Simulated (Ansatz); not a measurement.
Ideal-gas functions of C$_{2}$H$_{3}$BFN (`FB1CC=N1`) at 500 K and 1 bar, from an Ansatz frequency run at PBE0-D4/def2-TZVP.

Molar mass 70.86 g/mol, point group C1 (symmetry number 1), electronic degeneracy 1, moments of inertia 41.194, 102.919, 140.485 u Å². Harmonic wavenumbers (cm⁻¹, unscaled): 46, 396, 478, 616, 831, 868, 931, 977, 1075, 1122, 1147, 1313, 1420, 1486, 1610, 3079, 3091, 3136.

Use S(trans) = R[1.5 ln M + 2.5 ln T − 1.1517]; rotational temperatures θ = 24.2544 K / I; S(rot) = R[ln(√π/σ · √(T³/θAθBθC)) + 1.5]; for each mode x = 1.438777 ν̃/T, S = R[x/(eˣ − 1) − ln(1 − e⁻ˣ)] and H = RT x/(eˣ − 1); 1 cm⁻¹ = 0.0119627 kJ/mol; R = 8.31446 J/(mol·K).

Task: By hand: the entropy, in J/(mol·K).

Result: Translation 172.7. Rotation: θ = 0.5888, 0.2357, 0.1726 K, giving 110.3. Vibration, mode by mode: 25.13, 7.66, 6.29, 4.56, 2.80, 2.58, 2.23, 2.01, 1.61, 1.44, 1.36, 0.93, 0.72, 0.62, 0.46, 0.01, 0.01, 0.01, in all 60.4. Electronic 0.0. Sum 343.4 J/(mol·K).

Task: By hand: H − E and G − E in kJ/mol, counted from the electronic energy.

Result: Zero-point energy ½ × 23622 × 0.0119627 = 141.3; thermal vibration 15.9; translation, rotation and pV give 4 RT = 16.6. H − E = 173.8 kJ/mol, and G − E = 173.8 − 500 × 343.4/1000 = 2.1 kJ/mol.

Vibration gives 18 % of the entropy, 25.1 J/(mol·K) of it from the mode under 150 cm⁻¹: soft modes count most, and the harmonic formula is weakest for them. The sum counts one conformer and one mirror image; others add a mixing term.
